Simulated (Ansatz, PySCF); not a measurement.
System: SbCl2, charge 0, doublet. SbCl2 (SMILES [Cl][Sb][Cl], doublet).
B3LYP-D3(BJ)/def2-TZVP minimum from Ansatz (a program for electronic structure):
```xyz
3

Sb    -0.3350    -0.1782     0.4828
Cl    -0.3456     1.8508    -0.7281
Cl     1.3505    -1.3162    -0.7202
```
Charge 0, spin multiplicity 2.

Atomisation energy term by term, kcal/mol (programs: Ansatz). Open shells are spin-unrestricted; no spin-orbit coupling. Cores are frozen in correlated methods (noble-gas shells, and filled d and f shells in the p block). Past Kr the def2 sets carry scalar-relativistic core potentials. CBS(X,Y): correlation extrapolated as X^-3, Hartree-Fock from the larger set. A bracket is a step between two methods taken in the basis named. Spin-orbit terms, left out, reach several kcal/mol for Br and I, and more for heavier atoms.

```json
[
 {"term": "Hartree-Fock", "basis": "def2-QZVPP", "kcal/mol": "87.26"},
 {"term": "CCSD correlation", "basis": "CBS(def2-TZVPP,def2-QZVPP)", "kcal/mol": "54.39"},
 {"term": "(T)", "basis": "CBS(def2-TZVPP,def2-QZVPP)", "kcal/mol": "7.10"},
 {"term": "CCSDT(Q) - CCSD(T)", "basis": "def2-SVP", "kcal/mol": "0.66"},
 {"term": "minus zero-point energy", "basis": "Hessian by PySCF at B3LYP-D3(BJ)/def2-TZVP", "kcal/mol": "-1.19"},
 {"term": "sum: D0", "basis": "", "kcal/mol": "148.2"}
]
```
